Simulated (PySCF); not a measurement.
# UHF on Sc⁻ (scandium, charge -1)

Configuration: [Ar] 3d2 4s2, high-spin 3F determinant. Computed with PySCF 2.14 in aug-cc-pwCVTZ (10s9p7d4f3g, 127 functions), with the non-relativistic Hamiltonian (point nucleus).

| Property | Result |
| --- | --- |
| Total energy | -759.697747 hartree |
| One-electron energy | -1045.8142 hartree |
| Hartree (Coulomb) energy | 324.3851 hartree |
| Exchange energy | -38.2687 hartree |
| Kinetic energy | 759.69507 hartree |
| ⟨S²⟩ | 2.3347 |
| ⟨L²⟩ | 12.040 |
| Sum of ⟨r⟩ | 28.81 bohr |
| Sum of ⟨r²⟩ | 128.0 bohr² |
| Density at the nucleus (Gaussians lack the cusp) | 6130 bohr⁻³ |
| Spin density at the nucleus | 0.645 bohr⁻³ |
| Langevin diamagnetic susceptibility | -101 ×10⁻⁶ cm³/mol |

```
shell  electrons  mean orbital energy (hartree)  rms radius, mean of both spins (bohr)
 1s β          1                     -165.62140                                 0.0852
 1s α          1                     -165.62050                                 0.0852
 2s α          1                      -18.78860                                  0.373
 2s β          1                      -18.76982                                  0.373
 2p α          3                      -15.37913                                  0.341
 2p β          3                      -15.36213                                  0.341
 3s α          1                       -2.32026                                   1.17
 3s β          1                       -2.23126                                   1.17
 3p α          3                       -1.35416                                   1.29
 3p β          3                       -1.24277                                   1.29
 3d α          2                       -0.08171                                   2.45
 4s α          1                       -0.05607                                   7.15
 4s β          1                        0.00459                                   7.15
```

⟨S²⟩ = 2.33 against 2.00 shows spin contamination. The configuration of this anion was assumed by filling the next shell in order. It is not the known or likely ground configuration (Ca⁻, Sr⁻ and Ba⁻, for instance, bind a p electron), so these values are not the electron affinity of the element. At UHF the highest occupied level has a positive energy, so only the finite basis holds that electron.

Spin-orbit constants ζ (cm⁻¹) from the X2C one-electron operator on these orbitals (non-relativistic here): bare nucleus, nucleus screened by l(l+1)(2l+1)/3 electrons, and screened by the Breit-Pauli mean field of the electrons.

```
shell   bare  screened nucleus  mean field
   2p  26210             23710         n/a
   3p   2607              2359         n/a
   3d  129.9             68.04         n/a
```

To first order the Landé constant is A = 34.02 cm⁻¹, so the lowest level has J = 2 and lies 0.0169 eV below the centre of the term. This holds in LS coupling only.
